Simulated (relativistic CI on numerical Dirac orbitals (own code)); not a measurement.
## Zr2+: resonant inelastic scattering at the L2,3 edge

Computed with this model: Dirac-Coulomb-Breit CI, KLI orbitals optimised for each configuration, a model potential for QED, Kramers-Heisenberg scattering through one core-hole configuration in a parametric crystal field, unscaled Slater integrals; configurations [Kr] 4d2 → [He] 2s2 2p5 3s2 3p6 3d10 4s2 4p6 4d3; 300 K; core-hole width 2.4 eV; summed over polarisations. Incident energies are the highest absorption maxima for each field (at most a few, so the weaker spin-orbit partner edge can be absent), on the computed scale of the free ion. Intensities are in per cent of the strongest line above 0.02 eV; levels within 1 cm⁻¹ are merged; final levels count from the ground level, the first row holds all elastic scattering, lines under 0.4 are left out and each table stops after 24 rows. The scale of the Slater integrals is a model choice and moves the terms in proportion.

Field parameters in Wybourne normalisation: D3d B²₀ = −7Dσ, B⁴₀ = −14Dq − 21Dτ, B⁴₃ = −14√(10/7) Dq; Oh B⁴₀ = 21Dq, B⁴₄ = √(5/14) B⁴₀. The field is a parameter set, without covalency.

S is read from ⟨S²⟩ = S(S + 1).

D3d, 10Dq = 29200, Dσ = -710, Dτ = 40 cm⁻¹:

```csv
Final level (eV),Degeneracy,Irrep,S,2224.2 eV,2226.9 eV,2310.4 eV
0.000,1,A1,1.00,1636.4,2293.8,410.2
0.003,2,E,1.00,4.8,1.6,0.5
0.150,2,E,1.00,72.7,50.8,17.4
0.182,2,E,1.00,42.1,48.7,15.1
0.208,1,A2,1.00,3.9,17.9,6.9
0.213,1,A1,1.00,5.5,16.9,7.1
1.134,2,E,0.00,45.3,23.3,28.4
1.348,2,E,0.00,44.1,8.8,11.4
1.370,1,A1,0.00,31.2,4.2,6.5
2.811,1,A1,0.00,13.4,11.4,23.1
3.500,1,A2,1.00,17.1,45.7,16.3
3.502,2,E,1.00,33.5,100.0,38.7
3.591,1,A1,1.00,14.2,45.4,12.5
3.592,1,A2,1.00,10.6,31.2,6.9
3.605,2,E,1.00,19.1,55.6,26.3
3.618,2,E,1.00,11.0,36.0,33.8
4.470,1,A1,1.00,6.8,25.2,15.3
4.473,2,E,1.00,12.5,48.0,23.7
4.662,1,A2,1.00,3.0,24.2,3.5
4.662,1,A1,0.99,3.6,28.9,5.8
4.675,2,E,0.99,5.1,50.3,10.1
4.687,2,E,0.99,5.6,54.6,11.1
4.826,1,A1,0.04,2.4,12.7,4.6
4.867,2,E,0.04,4.0,22.6,10.1
```

D3d, 10Dq = 34450, Dσ = -920, Dτ = -470 cm⁻¹:

```csv
Final level (eV),Degeneracy,Irrep,S,2223.9 eV,2226.8 eV,2310.9 eV
0.000,1,A1,1.00,1434.4,1795.3,346.6
0.001,2,E,1.00,4.8,0.6,0.1
0.691,2,E,1.00,70.4,40.4,13.3
0.720,2,E,1.00,45.5,37.3,12.4
0.746,1,A2,1.00,5.8,14.7,5.6
0.747,1,A1,1.00,10.1,14.3,4.6
1.150,2,E,0.01,40.5,14.5,13.0
1.770,1,A1,0.00,36.5,6.1,6.5
1.877,2,E,0.00,32.5,7.6,8.4
3.483,1,A1,0.00,3.2,5.0,6.8
4.089,1,A2,1.00,10.9,43.8,15.4
4.090,2,E,1.00,22.6,100.0,39.3
4.322,2,A1+A2,1.00,17.6,95.8,21.8
4.339,2,E,1.00,13.1,70.0,27.2
4.354,2,E,1.00,8.6,49.1,36.2
5.093,1,A1,1.00,4.7,27.4,13.4
5.095,2,E,1.00,8.5,51.7,23.1
5.396,1,A1,0.03,1.5,6.7,4.0
5.500,2,E,0.11,3.3,20.2,10.5
5.580,1,A2,0.99,1.0,8.1,1.7
5.586,1,A1,0.99,1.2,9.3,2.6
5.593,2,E,1.00,2.0,17.3,4.2
5.606,2,E,0.96,1.4,12.9,6.1
5.693,1,A2,0.04,1.5,11.2,8.4
```

Oh, 10Dq = 13100 cm⁻¹:

```tsv
Final level (eV)	Degeneracy	Irrep	S	2225.5 eV	2309.8 eV
0.000	2	E	1.00	3381.0	572.3
0.002	3	T2	1.00	18.9	19.1
0.062	3	T1	1.00	73.6	12.6
0.091	1	A1	1.00	19.5	19.3
1.189	3	T2	0.06	58.2	83.9
1.222	2	E	0.01	30.0	22.8
1.490	1	A2	1.00	31.1	14.0
1.509	3	T2	0.98	100.0	28.6
1.524	3	T1	1.00	41.2	20.3
1.526	2	E	1.00	46.5	25.7
2.473	1	A1	0.38	21.8	54.6
2.556	3	T1	1.00	48.6	36.0
2.560	1	A1	0.81	16.2	3.8
2.589	3	T2	0.99	71.9	21.5
2.592	2	E	1.00	61.6	6.4
2.838	3	T2	0.06	24.5	20.1
3.113	3	T1	0.00	15.8	15.6
3.145	3	T2	0.99	14.3	3.2
4.442	2	E	0.00	0.5	0.6
6.126	1	A1	0.00	0.7	1.1
```

For the first field the strongest loss at the lowest incident energy is the level at 0.15 eV (S = 1.00, against 1.00 in the thermal ground state). Levels of other spin, the first over 8 % at 1.13 eV, appear because spin-orbit coupling of the core hole, and in heavier ions of the valence shell too, mixes spins.
